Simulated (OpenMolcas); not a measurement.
neutral indium: effect of the IPEA shift

```yaml
Program: OpenMolcas
Basis: ANO-RCC [10s9p8d5f3g]
Scalar_Hamiltonian: DKH2, point nucleus
Active_space: 3 electrons in 8 orbitals (5s 5p 6s 6p)
State_averaging: 2S+1 = 4 odd, 1 root (0 in the spin-orbit step); 2S+1 = 2 odd, 3 roots; 2S+1 = 4 even, 3 roots; 2S+1 = 2 even, 5 roots (0 in the spin-orbit step)
Spin-orbit_coupling: state interaction with AMFI integrals over the reference wave functions, term energies averaged over their components
```

Methods on the same reference wave functions:
A. CASSCF
B. SS-CASPT2, IPEA 0.25 Eh, imaginary shift 0.1 Eh (closed shells correlated: 4d)
C. SS-CASPT2, IPEA 0.5 Eh, imaginary shift 0.1 Eh (closed shells correlated: 4d)

Energies in cm⁻¹ above 5s² 5p ²P°_1/2, the measured ground level; measured values from NIST Handbook of Basic Atomic Spectroscopic Data.

```json
{"Level": "5s² 5p ²P°_1/2", "A": "0.0", "B": "0.0", "C": "0.0", "Measured": "0.0"}
{"Level": "5s² 5p ²P°_3/2", "A": "1693", "B": "1693", "C": "1693", "Measured": "2213"}
{"Level": "5s 5p² ⁴P_1/2", "A": "28555", "B": "34185", "C": "34274", "Measured": "34978"}
{"Level": "5s 5p² ⁴P_3/2", "A": "29315", "B": "34945", "C": "35034", "Measured": "36021"}
{"Level": "5s 5p² ⁴P_5/2", "A": "30581", "B": "36211", "C": "36300", "Measured": "37452"}
```

Deviations, from unrounded energies. A percentage is the sum of absolute deviations over the sum of measured energies, with the sign that they share, or ± where signs differ.

```json
{"Against measurement": "mean absolute deviation (cm-1)", "Levels": "4", "A": "5100", "B": "910", "C": "840"}
{"Against measurement": "fine structure of the ground term (%)", "Levels": "1", "A": "-23.5", "B": "-23.5", "C": "-23.5"}
{"Against measurement": "other configurations (%)", "Levels": "3", "A": "-18.4", "B": "-2.9", "C": "-2.6"}
```

C lies closest to measurement on these levels and A furthest from it. The largest miss of C in the table is 5s 5p² ⁴P_5/2, by -1200 cm-1. The ranking rests on the paired levels alone, and a cruder setting can come out closer through cancelling errors.

Between B and C the level of the table that moves most is 5s 5p² ⁴P_1/2, by 89 cm-1 (lowest in B, highest in C).

The lowest spin-free term lies below A's lowest term by 0.468 hartree in B, 0.466 hartree in C.

Some high roots are left out of the spin-orbit mixing, which shifts the levels that they would mix with. Active for correlation alone: 6p 6s; no level in the range computed is led by a configuration that fills them, so any true level of that kind is missing. Terms of s pⁿ other than that of highest spin mix with s² pⁿ⁻² d, which this space lacks; all of them can be thousands of cm-1 off, and some have no real level of that name. Without dynamic correlation excited terms often stand tens of per cent too high (terms of higher spin than the ground term too low), and those without a measured partner can miss by more than the paired ones (holds for A). Computed and measured levels are paired by configuration, term and J; levels that our copy of the source lacks, or whose pairing is in doubt (as where it misses far off the trend of its configuration), stay unpaired and out of the deviations. Only configurations of the active space appear.

° marks odd parity.
